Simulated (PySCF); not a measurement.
Potential energy curve for SnO, singlet. Each curve is given relative to its own lowest point near equilibrium.

```
R / Å      A       B       C       D
-----  -----  ------  ------  ------
1.36       —  10.802  11.125  10.690
1.44       —   6.399   6.617   6.252
1.56       —   2.524   2.631   2.437
1.65   1.104   1.012   1.054   1.034
1.70   0.582   0.517   0.525   0.617
1.78   0.123   0.092   0.130   0.304
1.82   0.026   0.010   0.036   0.162
1.87   0.000   0.000   0.000   0.046
1.91   0.040   0.052   0.026   0.000
1.98   0.208   0.242   0.162   0.000
2.13   0.825   0.917   0.727   0.246
2.24   1.377   1.528   1.287   0.549
2.44   2.378   2.686   2.347   1.132
2.73   3.554   4.212   3.248   1.392
3.02   4.311   5.442   4.259   1.452
3.27   4.686   6.275   4.511   1.489
3.65   4.909   7.222   4.628   1.531
4.00   4.955   7.806   4.676   1.560
4.49   4.979   8.153   4.714   1.587
4.90   4.988   8.306   4.732   1.600
5.41   4.992   8.425   4.742   1.608
6.40   4.995   8.538   4.748   1.613
7.20   4.995   8.575   4.749   1.615
```

Energies in eV.

### Question
Match the curves with the methods CASSCF(10,8)/def2-SVP, def2 effective core potentials past Kr in PySCF 2.14.0; restricted B3LYP/def2-SVP, def2 effective core potentials past Kr run with PySCF 2.14.0; CCSD(T) on UHF/def2-SVP, 5 core orbitals frozen, def2 effective core potentials past Kr run with PySCF; PySCF 2.14.0 with UHF/def2-SVP, def2 effective core potentials past Kr.

### Answer
A is CASSCF(10,8); B is RKS-B3LYP; C is UCCSD(T); D is UHF.

A dash means that the run gave no value there, or that the column was ended at a point which the program doubted or which failed a test of continuity chosen for this set; such a test can also cut sound points.

The unrestricted solution behind UHF, UCCSD(T) changes between 2.44 and 2.73 Å, which can leave a kink. The unrestricted determinant behind UHF, UCCSD(T) is spin-contaminated at 1.78 to 7.20 Å (<S²> up to 2.0, against 0.00 for a pure singlet). At the longest distance RKS-B3LYP leaves fractional charges on the fragments, a sign of delocalisation error or of the restricted form. The restricted form behind RKS-B3LYP keeps the bonding electrons paired and can't separate into open-shell fragments.
